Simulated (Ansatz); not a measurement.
Clusters of 8 atoms, halide: gap (eV) at several levels, gas phase, relaxed structures; Ansatz. Clusters are the lowest isomers that short searches found in that spin, judged at the geometry's level. Core potentials for Bi, La in the def2 sets, no spin–orbit coupling. HOMO and LUMO are taken over both spins. The structures are stationary points that may keep the symmetry of their start. Remarks come from the PBE and PBE0 runs and from stability tests at other levels; not every state was tested.

| species | state | geometry | PBE-D4/def2-SVP | r2SCAN-D4/def2-TZVP | PBE0-D4/def2-SVP | PBE0-D4/def2-TZVP | remarks |
| --- | --- | --- | --- | --- | --- | --- | --- |
| Li4H4 | singlet | r2SCAN-D4/def2-TZVP | 4.30 | 5.43 | 5.97 | 6.19 | – |
| K4H4⁺ | doublet | PBE-D4/def2-SVP | 0.72 | 1.16 | 1.75 | 1.78 | – |
| Li4F4 | singlet | PBE-D4/def2-SVP | 6.20 | 7.62 | 8.75 | 9.16 | – |
| Bi2F6 | singlet | PBE-D4/def2-SVP | 4.34 | 5.11 | 6.60 | 6.78 | – |
| Zn2Cl6 | singlet | r2SCAN-D4/def2-SVP | 1.17 | 1.65 | 2.99 | 3.40 | restricted SCF unstable in HF |
| La2F6 | singlet | PBE0-D4/def2-SVP | 5.73 | 6.73 | 8.34 | 8.47 | – |
| Ge3F5 | doublet | r2SCAN-D4/def2-SVP | 0.60 | 1.02 | 2.20 | 2.26 | – |
| Cr2F6 | singlet | B3LYP-D4/def2-SVP | 2.07 | 2.34 | 4.41 | 4.53 | restricted SCF unstable in HF |

(1) Estimate the column for PBE-D4/def2-TZVP.

(1) Li4H4 4.51; K4H4⁺ 0.72; Li4F4 6.60; Bi2F6 4.56; Zn2Cl6 1.46; La2F6 5.88; Ge3F5 0.65; Cr2F6 2.12.
